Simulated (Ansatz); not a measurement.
# Abstraction of Cl: CHCl2I + SiHCl2 → CHClI + SiHCl3

Species: CHCl2I `ClC(Cl)I`, singlet; SiHCl2 `Cl[SiH]Cl`, doublet; CHClI `Cl[CH]I`, doublet; SiHCl3 (trichlorosilane) `Cl[SiH](Cl)Cl`, singlet. A radical takes Cl: the energy is the difference in strength between the C–Cl bond broken and the Si–Cl bond made.

Shapes, held fixed at every level: PBE0-D4/def2-TZVP. Programs: Ansatz 0.2.0. The zero-point and thermal change to 298 K, harmonic and unscaled (PBE0-D4/def2-TZVP), is -2.3 kJ/mol.

```json
{"level": "MP2/def2-SVP", "kind": "perturbation theory", "ΔH(298 K) (kJ/mol)": "-143.6", "less CCSD(T)/def2-TZVPP": "+11.6"}
{"level": "HF/def2-SVP", "kind": "Hartree–Fock", "ΔH(298 K) (kJ/mol)": "-185.8", "less CCSD(T)/def2-TZVPP": "-30.6"}
{"level": "SPW92/def2-TZVPP", "kind": "LDA", "ΔH(298 K) (kJ/mol)": "-134.4", "less CCSD(T)/def2-TZVPP": "+20.8"}
{"level": "B3LYP-D4/def2-TZVPP", "kind": "global hybrid", "ΔH(298 K) (kJ/mol)": "-152.3", "less CCSD(T)/def2-TZVPP": "+2.9"}
{"level": "BHLYP-D4/def2-TZVPP", "kind": "global hybrid", "ΔH(298 K) (kJ/mol)": "-167.2", "less CCSD(T)/def2-TZVPP": "-12.0"}
{"level": "B2PLYP/def2-TZVPP", "kind": "double hybrid", "ΔH(298 K) (kJ/mol)": "-155.1", "less CCSD(T)/def2-TZVPP": "+0.1"}
{"level": "CCSD(T)/def2-SVP", "kind": "coupled cluster or CI", "ΔH(298 K) (kJ/mol)": "-151.2", "less CCSD(T)/def2-TZVPP": "+4.0"}
{"level": "CCSD(T)/def2-TZVPP", "kind": "coupled cluster or CI", "ΔH(298 K) (kJ/mol)": "-155.2", "less CCSD(T)/def2-TZVPP": "0.0"}
```

The highest level, CCSD(T)/def2-TZVPP, gives ΔH(298 K) = -155.2 kJ/mol; the levels span -185.8 to -134.4. The column of differences is taken from that level and isn't an error. No measured value is set beside it here. Open shells run unrestricted. For atoms past krypton def2 sets carry core potentials with scalar relativity. Outer-core shells of I are correlated in most correlated rows, in sets that cover them unevenly.
